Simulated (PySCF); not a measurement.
A mixed set of molecules. Computed with TDDFT PBE0/def2-SVPD, vertical, gas phase, core orbitals frozen in the response (PySCF 2.14.0, density-fitted response routines). Geometries: GFN2-xTB; one conformer of each isolated species. Triplets are in the Tamm–Dancoff approximation.

Task: Rank by computed lowest singlet excitation energy, highest first.
A. `COCOC(=O)OC`
B. `C/C=C(\C=O)C[SiH2]Cl`
C. `CCC(=C=O)C(Cl)(Cl)Cl`
D. `CN(C)[Si](N)(C#N)C#N`

Result: A (7.14 eV), D (4.96 eV), B (3.69 eV), C (3.52 eV).

```json
{"SMILES": "COCOC(=O)OC", "S1 (eV)": "7.14", "HOMO (eV)": "-8.36", "α (au)": "66.3", "f (S1)": "0.000", "LUMO (eV)": "0.51", "T1 (eV)": "6.66", "S1 mainly": "H-1→L+1 (77%)"}
{"SMILES": "CN(C)[Si](N)(C#N)C#N", "S1 (eV)": "4.96", "HOMO (eV)": "-7.37", "α (au)": "93.0", "f (S1)": "0.005", "LUMO (eV)": "-1.22", "T1 (eV)": "4.76", "S1 mainly": "H→L (97%)"}
{"SMILES": "C/C=C(\\C=O)C[SiH2]Cl", "S1 (eV)": "3.69", "HOMO (eV)": "-7.49", "α (au)": "102.8", "f (S1)": "0.000", "LUMO (eV)": "-1.85", "T1 (eV)": "3.15", "S1 mainly": "H-1→L (90%)"}
{"SMILES": "CCC(=C=O)C(Cl)(Cl)Cl", "S1 (eV)": "3.52", "HOMO (eV)": "-7.34", "α (au)": "104.4", "f (S1)": "0.001", "LUMO (eV)": "-1.88", "T1 (eV)": "3.14", "S1 mainly": "H→L (95%)"}
```

H and L stand for HOMO and LUMO.

- `COCOC(=O)OC`: Löwdin shares by element: HOMO oxygen 60% or more, carbon 16% or more (atoms not listed hold the other 23%); LUMO carbon 53% (atoms not listed hold the other 47%).
- `CN(C)[Si](N)(C#N)C#N`: Löwdin shares by element: HOMO nitrogen 54% or more, carbon 18% or more, silicon 6% (atoms not listed hold the other 21%); LUMO carbon 34% or more, silicon 19%, nitrogen 18% or more (atoms not listed hold the other 28%).
- `C/C=C(\C=O)C[SiH2]Cl`: Löwdin shares by element: HOMO carbon 59% or more, oxygen 9% (atoms not listed hold the other 31%); LUMO carbon 61% or more, oxygen 24% (atoms not listed hold the other 16%).
- `CCC(=C=O)C(Cl)(Cl)Cl`: Löwdin shares by element: HOMO carbon 53% or more, oxygen 19%, chlorine 6% or more (atoms not listed hold the other 21%); LUMO carbon 48% or more, oxygen 26% (atoms not listed hold the other 26%).
